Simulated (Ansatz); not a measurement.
Relaxation of CH5FGe (8 atoms, charge 0, multiplicity 1), to a largest force component of 0.02 eV/Å in at most 40 steps.

All numbers below come from RKS PBE-D4/def2-SVP in Ansatz 0.2.0.

```xyz
8
Properties=species:S:1:pos:R:3
Ge 0.000 0.000 0.000
F 0.000 0.000 1.680
H 1.462 0.000 -0.516
H -0.730 1.265 -0.516
C -0.923 -1.599 -0.653
H -1.423 -2.111 0.196
H -1.683 -1.307 -1.407
H -0.187 -2.288 -1.118
```

Task: Where does it end, and by what steps?

Result: The run converged. The force dipped under the threshold on the way, but the program's further checks kept it going. After 14 steps the energy has fallen by 0.170 eV; H8 moved furthest, 0.62 Å.

```
step  energy less start (eV)  largest force component (eV/Å)  accepted
   0                  0.0000                           3.130       yes
   1                 -0.1098                           1.386       yes
   2                 -0.1430                           0.154       yes
   3                 -0.1446                           0.042       yes
   4                 -0.1462                           0.116       yes
   5                 -0.1379                           0.476        no
   6                 -0.1516                           0.034       yes
   7                 -0.1553                           0.184       yes
   8                 -0.1590                           0.181       yes
   9                 -0.1634                           0.179       yes
  10                 -0.1658                           0.212       yes
  11                 -0.1695                           0.028       yes
  12                 -0.1699                           0.004       yes
  13                 -0.1700                           0.025       yes
  14                 -0.1701                           0.009       yes
```

```xyz
8
Properties=species:S:1:pos:R:3
Ge -0.014 0.012 -0.063
F 0.391 -0.216 1.642
H 1.336 0.238 -0.798
H -0.916 1.275 -0.124
C -0.936 -1.602 -0.659
H -1.857 -1.757 -0.064
H -1.212 -1.506 -1.728
H -0.277 -2.484 -0.539
```

Whether the end is a true minimum wasn't checked by a vibrational analysis.

Time of the run: 17 s on 2 threads of Arm Neoverse V2, on a shared host, peak memory 0.12 GiB.
